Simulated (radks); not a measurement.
Values are calculated unless marked as measured or tabulated.
Problem. These are the eigenvalues of the occupied orbitals of an atom or ion with whole-number occupations (hartree). Code: a radial shooting solver on a logarithmic mesh with Libxc functionals. Model: scalar-relativistic Kohn-Sham, r2SCAN, spin-polarised, spherical densities, finite nucleus; meta-GGA in the generalised Kohn-Sham scheme; Fermi nuclear charge, rms radius of each element as measured or else 0.836 A^(1/3) + 0.57 fm.

1s up: -91.98305
1s down: -91.97176
2s up: -10.88818
2s down: -10.87717
2p up: -8.79435
2p down: -8.77892
3s up: -3.01992

Which element is it, and in what charge state? The configuration may be excited. Open shells, if any, are filled with parallel spins first.

Solution. Z = 16, sulfur, charge +5: S5+ in [Ne] 3s1. The list shows which subshells hold electrons but not how many an open one holds; the 1s level, -91.983 hartree, gives Z - s = 13.6 by -(Z - s)^2/2, which with screening and relativity narrows Z to a few neighbours, and the depths of the outer levels then fix element, charge and occupations together.
